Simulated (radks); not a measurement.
The europium ion Eu17+, [Kr] 4d10. Calculated with a radial shooting solver on a logarithmic mesh with Libxc functionals: non-relativistic Kohn-Sham, exchange-only PBE, spin-polarised, spherical densities, point nucleus. Every spin shell is full or empty, so the densities are truly spherical. Functionals are evaluated on that one density, not self-consistently. Rank these orbital-free kinetic functionals by their error against the exact value of the orbitals, and give that value: Thomas-Fermi, von Weizsacker, TF + vW, TF + vW/9, TF + vW/5, APBEK, revAPBEK, Perdew 92, Thakkar, Pearson, LKT, PG1, DePristo-Kress, Ernzerhof.

Answer. Exact: 10329.6 hartree. From best to worst, with 100 (|E| - |E exact|)/|E exact| (equal figures are ties): APBEK +0.05, DePristo-Kress -0.17, revAPBEK +0.21, Ernzerhof -0.45, Thakkar -0.69, Perdew 92 -0.70, TF + vW/9 -0.71, Pearson -0.93, TF + vW/5 +2.76, Thomas-Fermi -5.04, PG1 +13.96, LKT +17.81, TF + vW +33.95, von Weizsacker -61.01.
